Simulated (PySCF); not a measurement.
A structure optimised at PBE-D3(BJ)/def2-SVP, used in a PySCF frequency run:

```xyz
13

N     -0.0953    -1.7243     0.9609
C      0.2582    -0.7643    -0.0967
Si     1.7938     0.2514     0.3858
Si    -1.2823     0.3312    -0.1375
F     -1.2487     1.3597    -1.4227
H      0.7182    -2.2499     1.3051
H     -0.7736    -2.4179     0.6222
H      0.4766    -1.1971    -1.1075
H      2.1668     1.1640    -0.7479
H      1.5390     1.0576     1.6290
H      2.9332    -0.6990     0.6608
H     -1.3723     1.1524     1.1127
H     -2.4934    -0.5483    -0.2923
```
Charge 0, spin multiplicity 1.

Q: Write its SMILES and formula.

A: N[C@H]([SiH3])[SiH2]F, CH₈FNSi₂

Q: What are its rotational constants (standard atomic weights)?

A: 3.9753, 2.0091, 1.4627 GHz
